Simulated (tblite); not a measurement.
Compound: C₆H₁₅PSi.
Cartesian coordinates in Å at the GFN2-xTB level; atoms count from 1:
```
atom  x, y, z in Å
C1     3.203   -0.402   -0.229
C2     1.898    0.383   -0.273
P3     0.782   -0.129    1.134
C4    -0.115   -1.546    0.290
C5    -1.160   -0.604   -0.329
C6    -2.597   -1.092   -0.266
C7    -0.851    0.617    0.560
Si8   -0.943    2.349   -0.208
H9     3.012   -1.470   -0.327
H10    3.715   -0.238    0.717
H11    3.865   -0.096   -1.037
H12    2.100    1.450   -0.150
H13    1.394    0.236   -1.231
H14    0.472   -2.142   -0.408
H15   -0.556   -2.211    1.035
H16   -0.911   -0.394   -1.373
H17   -3.272   -0.329   -0.649
H18   -2.878   -1.317    0.762
H19   -2.721   -1.995   -0.862
H20   -1.503    0.589    1.442
H21   -0.238    2.377   -1.493
H22   -0.348    3.318    0.712
H23   -2.352    2.671   -0.447
```

Method: GFN2-xTB as coded in tblite; computed harmonic values from a numerical Hessian at the method's own geometry, unscaled. Against measured fundamentals such values can be off by several per cent, at times by over 20. Modes of hydrogen on silicon can be 10 to 20 % off. One conformer, not necessarily the lowest.

Harmonic wavenumbers (cm⁻¹): 66.8, 87.9, 97.5, 122.3, 141.5, 184.9, 212.5, 245.7, 262.4, 279.3, 329.9, 429.8, 482.9, 518.3, 546.6, 653.9, 691.3, 726.4, 751.4, 771.7, 786.1, 804.4, 809.3, 854.6, 924.1, 964.4, 977.9, 999.5, 1009.1, 1062.0, 1080.9, 1111.0, 1124.8, 1146.7, 1178.9, 1219.7, 1226.2, 1248.7, 1285.4, 1333.7, 1409.1, 1410.6, 1440.5, 1450.9, 1497.7, 1498.3, 1501.1, 1501.8, 2241.2, 2249.4, 2271.7, 2896.6, 2932.7, 2945.7, 2955.8, 2969.3, 2977.5, 3013.8, 3018.3, 3018.9, 3020.5, 3026.5, 3029.8.

A = 1695, B = 1094, C = 779.7 MHz; mass 146.068 u (most abundant isotopes); point group C1, symmetry number 1.

Task: What is the zero-point energy?

Result: Half the sum of the wavenumbers: 41514 cm⁻¹ = 118.69 kcal/mol.

Task: What is S at 273.15 K and 1 bar for an ideal gas of classical rigid rotors and harmonic oscillators?

Result: Translation 40.44, rotation 29.53, vibration 30.82: S = 100.8 cal/(mol K).

Task: And Cp and H(273.15 K) − H(0)?

Result: Cp = 41.77 cal/(mol K), of which vibrations give 33.82 (their classical limit is 63 R = 125.2); H(273.15 K) − H(0) = 6.79 kcal/mol without the zero-point energy, 4.62 from vibrations.

Task: Which modes carry the vibrational entropy at 273.15 K?

Result: 66.8 cm⁻¹: 4.07; 87.9 cm⁻¹: 3.54; 97.5 cm⁻¹: 3.33; 122.3 cm⁻¹: 2.90; 141.5 cm⁻¹: 2.62; 184.9 cm⁻¹: 2.12 cal/(mol K); the other 57 give 12.25 together.

Task: How do the functions run with temperature in this model?

Result: 
```csv
T (K),S (cal/(mol K)),Cp (cal/(mol K)),H − H(0) (kcal/mol),G − H(0) (kcal/mol),ln q(vib)
150,80.7,27.0,2.58,-9.53,3.15
250,97.2,38.9,5.86,-18.44,6.27
298.15,104.6,44.9,7.88,-23.30,7.77
400,119.5,57.2,13.09,-34.72,10.95
600,146.5,76.1,26.54,-61.38,17.12
900,181.2,94.7,52.38,-110.70,25.92
```

q(vib) and H(0) count from the zero-point level.

Task: What must be added to the electronic energy to get the Gibbs energy at 273.15 K and 1 bar?

Result: ZPE + [H(273.15 K) − H(0)] − T·S = 118.69 + 6.79 − 27.53 = 97.95 kcal/mol.

Task: Blend soft modes into free rotors: weight 1/[1 + (100 cm⁻¹/ν̃)⁴] for the oscillator and the rest for a rotor with moment μB/(μ + B), μ = h/(8π²ν), B = 10⁻⁴⁴ kg m². What vibrational entropy results?

Result: 29.28 cal/(mol K) in place of 30.82, which changes −T·S at 273.15 K by +0.42 kcal/mol.

Hindered rotation and anharmonicity are outside this model. Other conformers, if any are populated, would add a mixing term that is left out. The structure is chiral; the term R ln 2 for an equal mix with its mirror image is left out.

The run took 1.1 s wall on one thread, Arm Neoverse V1 (aarch64), no GPU, on a shared host. This covers the Hessian and the dipole derivatives.
